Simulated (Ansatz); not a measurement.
`FC(F)[SiH3]` → `[CH]F` + `F[SiH3]` at 500 K and 1 bar (formal loss of a carbene).

Program: Ansatz. Geometries: PBE0-D4/def2-TZVP. ΔE: electronic, gas phase. CCSD(T)/CBS adds triple-zeta CCSD(T) − MP2 to the extrapolated MP2 energy (def2 sets, frozen cores). This one scheme is used for every species.

| species | CCSD(T)/CBS energy (Eh) | H − E (kJ/mol) | S (J/(mol·K)) |
| --- | --- | --- | --- |
| `FC(F)[SiH3]` | -529.09339 | 159.4 | 357.7 |
| `[CH]F` | -138.29972 | 50.0 | 241.9 |
| `F[SiH3]` | -390.72345 | 94.1 | 267.5 |

H − E and S are ideal-gas, rigid-rotor, harmonic terms from PBE0-D4/def2-TZVP. 1 Eh = 2625.50 kJ/mol, R = 8.31446 J/(mol·K).

Problem. By hand: ΔE, ΔH, ΔS and ΔG.

Solution. ΔE = (-138.29972) + (-390.72345) − (-529.09339) = 0.07022 Eh = 184.4 kJ/mol. Δ(H − E) = 50.0 + 94.1 − 159.4 = -15.3, so ΔH = 169.1 kJ/mol. ΔS = 241.9 + 267.5 − 357.7 = 151.7 J/(mol·K). ΔG = 169.1 − 500 × (151.7)/1000 = 93.2 kJ/mol.

Problem. By hand: the equilibrium constant, and the temperature at which ΔG would vanish if ΔH and ΔS stayed fixed.

Solution. log₁₀ K = −ΔG/(RT ln 10) = -9.7. ΔG = 0 at ΔH/ΔS = 1115 K.

The number of gas molecules changes by +1, which sets the sign of ΔS. A doubt of 5 kJ/mol in ΔE shifts log₁₀ K by 0.5 here. These are equilibria of isolated gas molecules and say nothing of rates. Largest T1 diagnostic: 0.018 (customary marks: 0.02 for closed shells, 0.045 for open ones).
